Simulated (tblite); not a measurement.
C₆H₈ClF.
SMILES with atom numbers: `[CH3:1]/[C:2]([Cl:3])=[C:4]1\[CH2:5][C@:6]1([CH3:7])[F:8]` (hydrogens: H9, H10, H11 on C1; H12, H13 on C5; H14, H15, H16 on C7)

Computed with GFN2-xTB (tblite), gas phase: Langevin dynamics at 400 K from the optimised GFN2-xTB geometry, time step 0.5 fs, friction 0.01 fs⁻¹, 2000 steps. The instantaneous temperature is 2·E(kin)/(3Nk) with all 3N coordinates.

```csv
t (fs),T (K),E(pot) above start (eV),C1–C2 (Å),C2–Cl3 (Å),C2=C4 (Å),C4–C5 (Å),C5–C6 (Å),C1–H9 (Å)
0,325,0.000,1.491,1.745,1.310,1.475,1.512,1.088
25,191,0.376,1.491,1.733,1.328,1.478,1.505,1.025
50,236,0.404,1.501,1.754,1.292,1.531,1.516,1.117
75,277,0.659,1.487,1.736,1.289,1.472,1.515,1.159
100,326,0.688,1.489,1.779,1.360,1.452,1.495,1.128
125,331,0.623,1.549,1.710,1.280,1.519,1.476,1.045
150,352,0.614,1.484,1.754,1.287,1.472,1.516,1.015
175,242,0.770,1.454,1.807,1.350,1.454,1.482,1.143
200,357,0.777,1.548,1.724,1.258,1.534,1.534,1.172
225,443,0.492,1.519,1.743,1.332,1.489,1.499,1.049
250,363,0.661,1.546,1.728,1.343,1.483,1.512,1.027
275,412,0.613,1.554,1.697,1.278,1.510,1.470,1.134
300,389,0.612,1.433,1.825,1.309,1.434,1.548,1.153
325,337,0.714,1.409,1.778,1.327,1.471,1.495,1.032
350,468,0.445,1.491,1.720,1.296,1.510,1.510,1.024
375,369,0.531,1.523,1.765,1.310,1.488,1.552,1.144
400,332,0.691,1.552,1.709,1.362,1.468,1.495,1.131
425,386,0.742,1.506,1.753,1.256,1.436,1.527,1.062
450,387,0.604,1.470,1.785,1.351,1.464,1.453,1.096
475,358,0.642,1.488,1.742,1.286,1.454,1.533,1.154
500,540,0.559,1.473,1.774,1.303,1.447,1.559,1.103
525,378,0.894,1.486,1.794,1.324,1.550,1.436,1.047
550,471,0.811,1.413,1.787,1.283,1.461,1.534,1.135
575,428,0.744,1.475,1.755,1.342,1.481,1.476,1.152
600,410,0.696,1.501,1.815,1.312,1.502,1.558,1.055
625,325,0.637,1.484,1.687,1.286,1.467,1.563,1.070
650,320,0.680,1.528,1.798,1.332,1.450,1.468,1.121
675,398,0.606,1.481,1.715,1.278,1.461,1.499,1.093
700,405,0.553,1.519,1.754,1.328,1.482,1.486,1.083
725,436,0.636,1.529,1.813,1.336,1.482,1.458,1.079
750,399,0.742,1.527,1.670,1.271,1.446,1.509,1.082
775,464,0.906,1.573,1.827,1.327,1.439,1.504,1.107
800,519,0.715,1.493,1.740,1.318,1.481,1.485,1.093
825,384,0.967,1.519,1.726,1.295,1.467,1.534,1.068
850,324,0.728,1.505,1.808,1.336,1.507,1.472,1.076
875,405,0.641,1.511,1.706,1.322,1.514,1.515,1.102
900,299,0.693,1.522,1.699,1.320,1.486,1.494,1.070
925,409,0.602,1.500,1.853,1.309,1.498,1.535,1.065
950,417,0.672,1.512,1.739,1.336,1.484,1.475,1.103
975,378,0.637,1.485,1.745,1.277,1.400,1.561,1.118
1000,224,0.740,1.488,1.794,1.334,1.501,1.450,1.118
```

Task: From 500 fs on, how do temperature and potential energy compare with equipartition?

Result: The mean temperature of these 21 frames is 397 K against the target 400 K, and the mean potential energy 0.71 eV against 42 × kT/2 = 0.72 eV for 42 classical harmonic modes. For 16 atoms in a canonical ensemble the temperature itself scatters by T·√(2/(3N)) = 82 K; here its standard deviation is 71 K. The whole run lasts only 10 friction times of 100 fs, so these averages carry a wide statistical error.

Task: What are the kinetic and total energies of the listed frame with the highest potential energy?

Result: The one at 825 fs, 0.967 eV above the start. Its kinetic energy is 3NkT/2 = 0.795 eV at 384 K, so the sum is 1.76 eV; over the listed frames the sum runs from 0.67 to 1.87 eV, since the thermostat adds and removes energy.

Task: How much do the listed bonds fluctuate from 500 fs on?

Result: 
```
  bond  at the start (Å)  mean (Å)  standard deviation (Å)
 C1–C2             1.491     1.501                   0.030
C2–Cl3             1.745     1.762                   0.049
 C2=C4             1.310     1.313                   0.022
 C4–C5             1.475     1.477                   0.031
 C5–C6             1.512     1.503                   0.038
 C1–H9             1.088     1.092                   0.026
```

The motion is classical and holds no zero-point motion.

The cost below is that of the whole dynamics run. Time: 14 s of wall time; peak memory 0.18 GiB. Hardware: an Arm Neoverse V1 with one thread, on a shared host.
